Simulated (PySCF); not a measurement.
# Which is lower?

The two ends of one reaction step of SiNH$_{5}$ClF, closed shell (PBE0-D4/def2-TZVP).

A:

```
9
angstrom
Si -0.5647 -0.7239 -0.6615
N 0.8036 0.0167 0.1157
H -0.2040 -1.6599 -1.7525
H -1.3388 -1.4094 0.3936
Cl -1.6625 0.7713 -1.5114
H 0.2447 1.1745 1.2723
F -0.0391 1.7578 1.9660
H 1.4406 0.5224 -0.4874
H 1.3398 -0.5953 0.7197
```

B:

Si1  (-0.952, 0.103, -0.103)
N2  (1.329, -0.224, 0.160)
H3  (-0.584, -0.232, -1.492)
H4  (-0.966, -0.946, 0.934)
Cl5  (-3.013, 0.417, -0.336)
H6  (1.596, -0.018, 1.116)
F7  (-0.511, 1.564, 0.396)
H8  (1.840, 0.410, -0.443)
H9  (1.626, -1.170, -0.053)
(Å)

PySCF 2.14 with density fitting (its default auxiliary sets; JK sets also for MP2 and CCSD(T)); basis: def2-TZVPP; cores frozen in the correlated methods. B3LYP uses VWN-RPA correlation.

Q: Which structure is lower at CCSD(T), and by how much? (An estimate is asked for; the value comes from the calculation.)

A: By the calculation: B, by 74.1 kJ/mol (electronic energy, against the other). By their contacts, A is a complex of SiNH₄Cl ([NH2][SiH2][Cl]) + HF and B is a complex of SiH₂ClF ([F][SiH2][Cl]) + NH₃.

All methods give the same order:

| method | E(B) − E(A) (kJ/mol) |
| --- | --- |
| SPW92 | -73.1 |
| PBE-D4 | -69.4 |
| r2SCAN-D4 | -79.3 |
| PBE0-D4 | -71.4 |
| B3LYP-D4 | -71.4 |
| BHLYP-D4 | -76.3 |
| wB97M-V | -79.5 |
| HF | -78.5 |
| MP2 | -72.2 |
| CCSD | -74.9 |
| CCSD(T) | -74.1 |

The T1 diagnostic stays at or below 0.010.

Labels in which every atom is bracketed show which atoms are joined, not bond orders.

For scale, one of the runs: CCSD(T)/def2-TZVPP, 216 basis functions, launched by `OMP_NUM_THREADS=4 python run.py`. Hardware: 4 CPU threads of an Arm Neoverse V2, shared host. Wall time 10 min; peak host memory 3.4 GiB.
